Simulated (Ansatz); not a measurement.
Consider the redistribution: `N[SiH2]O[SiH2]N` + `[CH3][SnH]([SiH3])[Cl]` → `N[SiH2]O[SiH2][SiH3]` + `[CH3][SnH]([NH2])[Cl]`.

Computed with Ansatz on PBE0-D4/def2-TZVP structures; ΔE is electronic, products minus reactants. CBS: MP2 limit from def2 TZ/QZ plus the TZ coupled-cluster correction, frozen cores. Functionals use def2-TZVPP. Elements past krypton have def2 core potentials. For Sn outer-core shells are correlated without core-valence functions, which leaves a few kJ/mol of doubt a bond. Each species was taken in one conformer, which may not be the lowest.

| level | ΔE (kJ/mol) | difference from CCSD(T)/CBS |
| --- | --- | --- |
| PBE0-D4 | 94.4 | -2.5 |
| ωB97M-V | 100.3 | 3.4 |
| B2PLYP | 102.0 | 5.1 |
| MP2/def2-TZVPP | 101.5 | 4.6 |
| CCSD/def2-TZVPP | 98.7 | 1.8 |
| CCSD(T)/def2-TZVPP | 95.7 | -1.2 |
| HF/def2-QZVPP | 110.7 | 13.8 |
| MP2/def2-QZVPP | 102.4 | 5.5 |
| SCS-MP2/def2-QZVPP | 101.0 | 4.1 |
| MP2/CBS(def2) | 102.7 | 5.8 |
| CCSD(T)/CBS | 96.9 | 0 |

Largest T1 diagnostic among the species: 0.012.

In def2-TZVPP, CCSD(T) changes the Hartree–Fock value by −14.4 kJ/mol (the triples alone add −3.0 kJ/mol) and MP2 by −8.7 kJ/mol. From PBE to PBE0 (25 % exact exchange), in def2-TZVPP and without D4, ΔE moves by +5.1 kJ/mol. The D4 term adds −7.6 kJ/mol with B3LYP and −4.2 kJ/mol with PBE0; it sums over pairs of atoms, weighted by their polarisabilities, and B3LYP, whose exchange is more repulsive, gets the larger term.

B3LYP here is the variant with VWN-RPA as its local correlation; programs differ in this.
